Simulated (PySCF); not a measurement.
**From computed data to an observable: entropy of an ideal gas**

Si(F)2(I)(OH) (F2HIOSi), SMILES O[Si](F)(F)I.

Geometry: PBE-D3(BJ)/def2-SVP. This is a generated structure with no PubChem entry under its InChIKey; it may be hypothetical. The def2 effective core potentials stand for the cores of I; spin–orbit coupling is left out. The values are those of a single conformer.

PBE-D3(BJ)/def2-SVP run with PySCF gives the harmonic wavenumbers 109, 171, 188, 229, 312, 316, 430, 746, 846, 934, 968, 3743 cm⁻¹ and the rotational temperatures 0.1870, 0.0526, 0.0523 K. The molar mass is 209.99 g/mol, the symmetry number 1, the spin multiplicity 1.

Problem. Work out the entropy at 298.15 K and 1 atm in the rigid-rotor, harmonic-oscillator model.

Solution. 
Translation (Sackur–Tetrode at 1 atm): S = R[1.5 ln M + 2.5 ln T − 1.16487] = 175.4 J/(mol K).
Rotation: q = (√π/σ) T^1.5/√(θA θB θC) = 402000, S = R[ln q + 3/2] = 119.8 J/(mol K).
Vibration: with u = 1.4388 ν/T, each mode gives R[u/(e^u − 1) − ln(1 − e^−u)]:
```tsv
ν (cm⁻¹)	modes	u	S (J/(mol K))
109	1	0.53	13.75
171	1	0.83	10.14
188	1	0.91	9.40
229	1	1.11	7.89
312	1	1.51	5.66
316	1	1.52	5.57
430	1	2.08	3.59
746	1	3.60	1.07
846	1	4.08	0.72
934	1	4.51	0.51
968	1	4.67	0.45
```
The stiffer modes add less than 0.005 each. Sum 58.8 J/(mol K).
Spin: R ln 1 = 0.0 J/(mol K).
Total 354.0 J/(mol K); the program's own thermochemistry gives 354.0. Translation makes up 50 % and vibration 17 %. Anharmonicity, hindered rotation and orbital degeneracy are left out.
